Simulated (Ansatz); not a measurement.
The first iterations of a band of AlCl3 + H2 (6 atoms, charge 0, multiplicity 1).

Theory: RKS PBE0-D4/def2-SVP in Ansatz 0.2.0.

```
movable images  : 9
climbing image  : yes
spring          : 5.0 eV/Å²
optimiser       : quadratic models (default)
start path      : through a guess of the saddle point
force threshold : 0.03 eV/Å
iteration limit : 49
end points      : relaxed
```

First end point:

```xyz
6
Properties=species:S:1:pos:R:3
Al 0.008 0.071 0.227
Cl -0.002 0.699 2.221
Cl 1.805 0.020 -0.832
Cl -1.790 -0.054 -0.824
H 0.075 -2.119 0.486
H 0.047 -1.882 1.218
```

Last end point:

```xyz
6
Properties=species:S:1:pos:R:3
Al 0.026 -0.608 -0.368
Cl 0.013 0.017 2.179
Cl 1.797 0.390 -0.919
Cl -1.793 0.302 -0.916
H 0.064 -2.149 -0.041
H 0.036 -1.218 2.560
```

| iteration | highest image above the first end (eV) | largest band force component (eV/Å) |
| --- | --- | --- |
| 1 | 2.164 | 2.373 |
| 2 | 1.331 | 1.333 |
| 3 | 1.367 | 0.670 |

Does the band converge within its limit, and where does its top end?

It converged. It ended after 10 iterations with the highest image 1.299 eV above the first end. A vibrational analysis at the climbing image gives one clearly imaginary mode, 536i cm⁻¹: a first-order saddle point. The orbitals stay closed-shell, which can raise the energy where a bond breaks towards radicals; this wasn't checked here.

The run took 4.4 min on 1 thread of Arm Neoverse V2 (shared host), peak memory 0.17 GiB.
